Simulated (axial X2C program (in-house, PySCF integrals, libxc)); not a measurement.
Bond lengths and stretching modes, held linear, of SAsS

Computed with an axial X2C code built on PySCF integrals: two-component X2C with atomic mean-field Coulomb and Gaunt terms, Gaussian nuclei, basis S dyall-av3z, As dyall-v3z with contracted cores. Spin-free rows use the one-electron spin-free X2C Hamiltonian.

Masses S 31.972, As 74.922, S 31.972 u. States: 2c Ω = 1/2 (beyond evenly filled blocks: ω = 1/2); spin-free M_S = 1/2, Λ = 0 (beyond evenly filled blocks: σα).

PBE0, 2c: energies above the lowest point

```tsv
r(S–As) (Å)	r(As–S) (Å)	E (meV)
2.0377	2.0377	57.83
2.0377	2.0900	22.84
2.0377	2.1422	34.96
2.0900	2.0377	22.84
2.0900	2.0900	0.00
2.0900	2.1422	24.22
2.0900	2.1945	83.10
2.1422	2.0377	34.96
2.1422	2.0900	24.22
2.1422	2.1422	60.61
2.1945	2.0900	83.10
2.1945	2.1945	214.85
```

Fit a quadratic surface with cubic terms in each bond: where is the minimum, and what are the two stretching wavenumbers?

At PBE0, 2c: bonds 2.088 and 2.088 Å; harmonic stretches 431.8 and 453.1 cm⁻¹; force constants 2.8, 2.8 and coupling 0.71 mdyn/Å.

The other levels and Hamiltonians give:

| Hamiltonian | level | r(S–As) (Å) | r(As–S) (Å) | lower stretch (cm⁻¹) | upper stretch (cm⁻¹) |
| --- | --- | --- | --- | --- | --- |
| 2c | BHandHLYP | 2.081 | 2.081 | 421.0 | 438.7 |
| spin-free | PBE0 | 2.087 | 2.087 | 432.2 | 453.6 |
| spin-free | HF | 2.068 | 2.068 | 374.1 | 456.6 |
| spin-free | BHandHLYP | 2.080 | 2.080 | 421.8 | 439.5 |

Each state is one determinant, the lowest of a limited PBE0 search; the stretches come from a fit to these few points and carry an uncertainty of a few per cent. Other orders of the atoms were not compared. Left out for rough or failed fits: HF 2c, MP2 2c, MP2 spin-free. The molecule was held linear; bending was not examined, so a bent shape may lie lower.
